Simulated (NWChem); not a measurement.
BHOClF; SMILES OB(F)Cl

```xyz
5

B      0.0108    -0.4268     0.0000
F     -1.1389    -1.0889     0.0000
Cl    -0.0221     1.3255     0.0000
O      1.1859    -1.0711     0.0000
H      1.0845    -2.0302     0.0000
```
Atoms are numbered in this order, from 1.

Computed with NWChem. Pople sets run with spherical d functions. The geometry was optimised at PBE0/def2-SVP. Vertical excitations in the gas phase.

Task: Predict the results for B3LYP/6-31G*, full TDDFT. Quantities: lowest excitation, singlet (eV); oscillator strength of that lowest state; lowest state with f > 0.02, singlet (eV); oscillator strength of that bright state; orbital gap (eV).

Result: 
| Quantity | Result |
|---|---|
| lowest excitation, singlet (eV) | 8.15 |
| oscillator strength of that lowest state | 0.000 |
| lowest state with f > 0.02, singlet (eV) | 8.95 |
| oscillator strength of that bright state | 0.100 |
| orbital gap (eV) | 9.56 |
